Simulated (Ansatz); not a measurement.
`C[O][Ge][O]C` and `C[O][Ge][NH2]` differ in one atom or group.

Ansatz, PBE0-D4/def2-TZVP geometries, multiplicity 1. Each molecule was computed in one conformer, which needn't be the lowest.

Scalar relativity is left out up to krypton.

| property | `C[O][Ge][O]C` |
| --- | --- |
| LUMO energy (PBE0/def2-TZVPP) / eV | -1.45 |
| size of the dipole moment (ωB97M-V/def2-TZVPP) / D | 1.35 |
| HOMO–LUMO gap (PBE/def2-TZVPP) / eV | 3.99 |
| LUMO energy (ωB97M-V/def2-TZVPP) / eV | 0.49 |
| HOMO–LUMO gap (ωB97M-V/def2-TZVPP) / eV | 10.14 |
| HOMO energy (PBE/def2-TZVPP) / eV | -6.18 |

Problem. What does the change do to each property? (An estimate is asked.)

Solution. Ansatz gave: 
```json
{"property": "LUMO energy (PBE0/def2-TZVPP) / eV", "`C[O][Ge][NH2]`": "-1.06", "shift": "0.39"}
{"property": "size of the dipole moment (ωB97M-V/def2-TZVPP) / D", "`C[O][Ge][NH2]`": "0.63", "shift": "-0.72"}
{"property": "HOMO–LUMO gap (PBE/def2-TZVPP) / eV", "`C[O][Ge][NH2]`": "3.97", "shift": "-0.02"}
{"property": "LUMO energy (ωB97M-V/def2-TZVPP) / eV", "`C[O][Ge][NH2]`": "0.88", "shift": "0.39"}
{"property": "HOMO–LUMO gap (ωB97M-V/def2-TZVPP) / eV", "`C[O][Ge][NH2]`": "10.06", "shift": "-0.08"}
{"property": "HOMO energy (PBE/def2-TZVPP) / eV", "`C[O][Ge][NH2]`": "-5.77", "shift": "0.41"}
```

With PBE0 the HOMO rises by 0.44 eV and the LUMO rises by 0.39 eV, so the gap narrows by about 0.05 eV. PBE moves the HOMO by 0.41 eV and ωB97M-V by 0.46 eV. The zero-point energy changes by -42.7 kJ/mol with -6 modes. Dipoles are sizes alone; their direction can turn.
